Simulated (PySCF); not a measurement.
Theoretical values (PySCF 2.14.0 with density-fitted response routines): PBE0/pcSseg-1 with gauge-including orbitals, geometry from PBE0-D3(BJ)/def2-SVP. A single conformation, one averaged value for each set of equivalent atoms, no solvent, non-relativistic.

Scale: 1H and 13C against TMS (reference shieldings calculated alike). Carbons bonded to boron are broad in practice. Shifts are as computed. Against solution values, carbons near 30 ppm lie about +2 ppm off and those near 130 ppm about +5 ppm. Of 1309 compounds with measured shifts, 239 miss one by over three times the rms of a fit or turn the order of signals round; such compounds aren't used in these exercises.

Question: Order these molecules by the shift of their most shielded carbon, lowest δ first.
A. C[C@@H]1CCCCB1C#N
B. Bc1cccn1C(C)C
C. CC#C[BH2-][N+]#CCCC

Answer: C (6.1 ppm, propargylic methyl carbon), A (18.6 ppm, methyl carbon), B (25.7 ppm, methyl carbon).

Question: Order these molecules by the shift of their most deshielded carbon, lowest δ first.
A. Bc1cccn1C(C)C
B. C[C@@H]1CCCCB1C#N
C. CC#C[BH2-][N+]#CCCC

Answer: C (118.5 ppm, nitrilium-type carbon), B (131.2 ppm, nitrile carbon), A (148.0 ppm, substituted aromatic carbon next to a ring nitrogen).

Question: How many 13C and 1H signals does each give (equivalence by symmetry and fast rotation, but not about amide C–N or C=N bonds)? `CC#C[BH2-][N+]#CCCC`, `C[C@@H]1CCCCB1C#N`, `CC(C)N1BC=CC=C1`, `Bc1cccn1C(C)C`

Answer: CC#C[BH2-][N+]#CCCC: 7 C, 5 H; C[C@@H]1CCCCB1C#N: 7 C, 10 H; CC(C)N1BC=CC=C1: 6 C, 7 H; Bc1cccn1C(C)C: 6 C, 6 H.
